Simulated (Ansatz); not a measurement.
`FBF` + `[AlH2]/[N]=C\[SiH3]` → `F[B](F)[AlH2]` + `N=C[SiH3]`  (redistribution)

Gas-phase electronic energies from Ansatz, PBE0-D4/def2-TZVP geometries. CCSD(T)/CBS is the MP2 limit (def2-TZVPP, def2-QZVPP) plus CCSD(T) − MP2 in def2-TZVPP, frozen cores. This one scheme is used for every species. DFT in def2-TZVPP. B3LYP here is the variant with VWN-RPA as its local correlation; programs differ in this. HSE06 is defined as in plane-wave codes. One conformer a species, not always the lowest.

`FBF`:

Z-matrix (Å, degrees):
```
B
F 1 1.313
F 1 1.313 2 118.1
H 1 1.191 2 121.0 3 180.0
```

`[AlH2]/[N]=C\[SiH3]`:

Cartesian coordinates in Å:
```
Al 0.458 -2.346 0.573
N 0.539 -0.757 -0.158
C 0.544 0.394 -0.642
Si -0.691 1.744 -0.118
H -0.456 -3.417 -0.143
H 1.319 -2.579 1.876
H 1.293 0.664 -1.412
H 0.055 2.913 0.423
H -1.459 2.200 -1.308
H -1.602 1.184 0.909
```

`F[B](F)[AlH2]`:

```xyz
6

F     1.101   -1.784   -0.404
B     0.705   -0.544   -0.656
F     1.218   -0.006   -1.753
Al   -0.669    0.517    0.623
H    -0.122    1.395    1.826
H    -2.232    0.423    0.364
```

`N=C[SiH3]`:

Cartesian coordinates in Å:
```
N 0.111 -0.731 1.544
C 0.048 0.253 0.746
Si -0.075 -0.056 -1.114
H 0.175 -0.422 2.517
H 0.064 1.296 1.102
H 1.080 0.594 -1.789
H -1.319 0.579 -1.627
H -0.084 -1.513 -1.379
```

| level | ΔE (kJ/mol) | difference from CCSD(T)/CBS |
| --- | --- | --- |
| LDA (SPW92) | 118.8 | 2.8 |
| PBE-D4 | 111.5 | -4.5 |
| revPBE-D4 | 110.4 | -5.6 |
| CAM-B3LYP-D4 | 122.9 | 6.9 |
| ωB97M-V | 117.4 | 1.4 |
| PBE | 109.3 | -6.7 |
| r2SCAN | 123.4 | 7.4 |
| PBE0 | 109.8 | -6.2 |
| B3LYP | 120.4 | 4.4 |
| r2SCANh | 122.7 | 6.7 |
| HSE06 | 110.1 | -5.9 |
| BHLYP | 122.3 | 6.3 |
| CCSD/def2-SVP | 121.9 | 5.9 |
| CCSD/def2-TZVPP | 115.2 | -0.8 |
| HF/CBS(def2) | 121.3 | 5.3 |
| MP2/CBS(def2) | 127.6 | 11.6 |
| CCSD(T)/CBS | 116.0 | 0 |

Largest T1 diagnostic among the species: 0.015.

At CCSD(T), def2-SVP lies +7.1 kJ/mol from the extrapolated value and def2-TZVPP −0.0 kJ/mol. Leaving LDA and LC-ωPBE aside and taking each functional with its dispersion term where it has one, the values, not all of them listed here, spread over 18.2 kJ/mol, from revPBE-D4 to B97M-V. LDA lies +9.5 kJ/mol from PBE without D4. The D4 term adds +3.5 kJ/mol with B3LYP and +2.0 kJ/mol with PBE0; it sums over pairs of atoms, weighted by their polarisabilities, and B3LYP, whose exchange is more repulsive, gets the larger term.
